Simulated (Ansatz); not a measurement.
Cartesian coordinates in Å:
```
C -0.200 -2.007 0.678
O 0.223 -1.056 -0.271
C -0.234 0.249 -0.005
N 0.317 0.768 1.228
Si 0.214 1.277 -1.543
H 0.232 -2.965 0.389
H 0.137 -1.740 1.684
H -1.296 -2.094 0.681
H -1.329 0.235 0.120
H 1.215 1.218 1.110
H -0.313 1.394 1.708
H -0.276 0.671 -2.807
H 1.695 1.419 -1.587
H -0.385 2.632 -1.385
```

Total charge 0; spin multiplicity 1.

(1) List the PBE0/def2-TZVPP orbital energies in eV (Ansatz 0.2.0). (An estimate is asked.)

## Answers

(1) Computed: Occupied: -1802.25, -522.72, -391.19, -280.03, -278.95, -144.63, -99.29, -99.28, -99.27, -29.12, -24.77, -19.81, -17.41, -15.18, -14.50, -13.59, -12.74, -12.51, -11.42, -10.10, -9.60, -9.59, -8.77, -7.65, -7.03. Lowest empty: 0.56, 1.19, 1.45, 1.62, 1.98, 2.41, 2.73, 2.83.
